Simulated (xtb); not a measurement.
A geometry relaxed with GFN2-xTB run with xtb, charge 0, multiplicity 1:

```xyz
8

C      0.2877     0.2814     0.3450
H     -0.8629    -1.4137    -0.2086
S      1.6123    -0.0153    -0.8238
H     -1.2854     0.0657    -1.0630
H      2.5357     0.6476    -0.1327
H     -1.7751    -0.1387     0.6377
O      0.4851     0.9126     1.3402
C     -0.9973    -0.3396    -0.0948
```

### Question
Write the SMILES of this molecule.

### Answer
`CC(=O)S`
